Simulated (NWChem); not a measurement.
MoHSO$_{2}$Cl; SMILES [O]=[Mo]([OH])(=[S])[Cl]

```xyz
6

Mo    -0.2375     0.0852     0.0634
O     -0.9005     0.2390     1.5787
S      1.2623     1.5517    -0.1467
Cl     0.6901    -1.9719    -0.1174
O     -1.5332     0.3544    -1.2347
H     -2.4857     0.3674    -1.0710
```
Atoms are numbered in this order, from 1.

All runs: NWChem. The geometry was optimised at PBE0/def2-SVP. def2 effective core potentials on Mo; no spin-orbit coupling. Level M06-L/def2-SVP: energy and gradient on several grids; changes count from the extra-fine grid, which is no exact limit either.

Q: Which is the coarsest grid (xfine; xcoarse; medium; fine; coarse) from which on the energy stays within 100 μHa and each gradient component within 200 μHa/bohr of xfine?

A: fine.
```csv
grid,size of the energy change (μHa),largest change of a gradient component (μHa/bohr)
xcoarse,10000,7000
coarse,1000,1000
medium,20,400
fine,< 10,50
xfine,< 10,< 30
```
